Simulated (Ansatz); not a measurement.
Molecule: dichloro-bis(ethenyl)silane, C₄H₆Cl₂Si, net charge 0, singlet state. 
Structure (B3LYP-D3(BJ)/def2-TZVP (Ansatz, an electronic-structure program) minimum search):
SMILES: C=C[Si](Cl)(Cl)C=C
```xyz
13

C      2.2342    -1.5473     0.2595
C      1.7331    -0.4035    -0.2015
Si    -0.0326     0.1063     0.0022
Cl    -0.2512     1.1986     1.7431
Cl    -0.5048     1.3705    -1.5631
C     -1.2415    -1.2909     0.0629
C     -1.0421    -2.4738    -0.5141
H      1.6238    -2.2739     0.7834
H      3.2810    -1.8040     0.1386
H      2.3949     0.2904    -0.7126
H     -2.1763    -1.1151     0.5884
H     -1.7848    -3.2632    -0.4734
H     -0.1325    -2.7034    -1.0568
```
Charge 0, spin multiplicity 1.

Atomisation energy built up term by term with Ansatz (kcal/mol; UHF references for open shells; valence terms freeze the core; atomic spin-orbit terms are left out). CBS(X,Y): correlation extrapolated as X^-3; Hartree-Fock from the larger set.

| term | basis | kcal/mol |
|---|---|---|
| Hartree-Fock | cc-pV(Q+d)Z | 943.80 |
| CCSD correlation | CBS(cc-pV(T+d)Z,cc-pV(Q+d)Z) | 291.33 |
| (T) | CBS(cc-pV(T+d)Z,cc-pV(Q+d)Z) | 24.17 |
| core correlation | cc-pwCVTZ | 4.82 |
| scalar relativity (X2C) | cc-pVTZ-DK against cc-pVTZ | -1.80 |
| sum: De |  | 1262.3 |

(T) makes 1.9 % of the CCSD(T) atomisation energy; under 5 % is typical of single-reference molecules.
